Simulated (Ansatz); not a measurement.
Q: Predict a relaxed structure of [Nd(H2O)6]3+ (NdO6H12³⁺), charge 3, quartet, at r2SCAN-D4/def2-SVP (Ansatz).

A: 
Cartesian coordinates in Å:
```
Nd 0.000 0.001 0.002
O -2.010 -0.864 -1.021
H -2.464 -0.545 -1.828
H -2.563 -1.616 -0.726
O 2.013 0.866 1.022
H 2.561 1.623 0.731
H 2.472 0.542 1.824
O -1.333 1.499 1.350
H -2.306 1.601 1.358
H -1.026 2.147 2.017
O 1.335 -1.496 -1.346
H 1.030 -2.149 -2.008
H 2.309 -1.591 -1.358
O 0.149 1.689 -1.721
H 0.614 1.636 -2.581
H -0.243 2.586 -1.724
O -0.154 -1.694 1.717
H 0.232 -2.594 1.713
H -0.616 -1.644 2.578
```
Point group Th (tolerance 0.1 Å). The metal has 6 neighbours: O 2.42 Å, O 2.42 Å, O 2.42 Å, O 2.42 Å, O 2.42 Å, O 2.42 Å. This is one stationary point.

In the def2 sets Nd takes a core potential; there is no spin–orbit coupling. With an open 4f shell the SCF may have ended on a state above the lowest.
